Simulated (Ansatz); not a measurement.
Cartesian coordinates in Å:
```
C -0.2882 -1.1298 1.6115
C 0.5209 -1.3724 0.5830
Si 0.2200 -0.6733 -1.1034
F 1.6561 -0.3606 -1.7387
O -0.6837 0.6771 -1.0458
C -0.3242 1.8849 -0.4084
H -0.1207 -1.5571 2.5963
H -1.1612 -0.4903 1.5112
H 1.3785 -2.0243 0.7424
H -0.4797 -1.5933 -2.0220
H 0.3877 2.4455 -1.0204
H -1.2269 2.4846 -0.2819
H 0.1215 1.7091 0.5761
```

Total charge 0; spin multiplicity 1.

Question: List the PBE0/def2-TZVPP orbital energies in eV (the Gaussian-basis code of Ansatz). (An estimate is asked.)

Answer: Ansatz gave: Occupied: -1803.56, -673.54, -522.86, -279.57, -278.73, -278.26, -145.71, -100.44, -100.38, -100.34, -32.94, -28.64, -21.76, -19.53, -16.67, -15.22, -13.78, -13.49, -13.13, -12.76, -12.34, -12.17, -11.58, -10.67, -9.62, -8.94, -8.49, -8.27. Lowest empty: -0.82, 1.12, 1.47, 2.00, 2.12, 2.68, 2.87, 3.17.
